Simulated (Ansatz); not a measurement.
Born–Oppenheimer molecular dynamics of AlCl₂H₃O (7 atoms, charge 0, multiplicity 1). It starts at the highest image of a converged band, a first-order saddle point between two minima.

Computed with Ansatz, RKS r2SCAN-D4/def2-mTZVP.

```
ensemble                      : NVE (velocity Verlet)
time step                     : 0.5 fs
steps asked                   : 200
starting velocities drawn for : 300 K
seed                          : 10132
```

First frame:

```xyz
7
Properties=species:S:1:pos:R:3
Al 0.065 -0.304 -0.103
H 0.026 -0.060 1.626
Cl 1.832 0.406 -0.958
Cl -1.797 0.105 -0.977
O 0.150 -1.993 0.587
H -0.630 -2.564 0.521
H 0.026 -1.115 1.488
```

Q: How far do the bonds stretch over the last three quarters of this one trajectory? (Pairs bonded in most of those frames.)

A: 
| bond | mean (Å) | spread (Å) | shortest | longest |
| --- | --- | --- | --- | --- |
| Al1–H2 | 1.570 | 0.010 | 1.55 | 1.59 |
| Al1–Cl3 | 2.127 | 0.053 | 2.04 | 2.19 |
| Al1–Cl4 | 2.148 | 0.034 | 2.09 | 2.19 |
| O5–H6 | 0.977 | 0.016 | 0.95 | 1.01 |
| O5–H7 | 0.977 | 0.032 | 0.92 | 1.03 |

Mean temperature of the second half: 779 K. The conserved energy stayed within 0.21 meV per atom of its start (net change -0.024 meV per atom), so the integration is sound. The kinetic energy rose, since the run started high on the potential surface and went downhill. A run of 0.1 ps of so small a system gives no equilibrium averages. The orbitals stay closed-shell, which can raise the energy where a bond breaks towards radicals; this wasn't checked here.

Time of the run: 4.8 min on 4 threads of Intel(R) Xeon(R) Platinum 8259CL CPU @ 2.50GHz (Skylake/Cascade Lake), with other jobs on the host, peak memory 0.19 GiB.
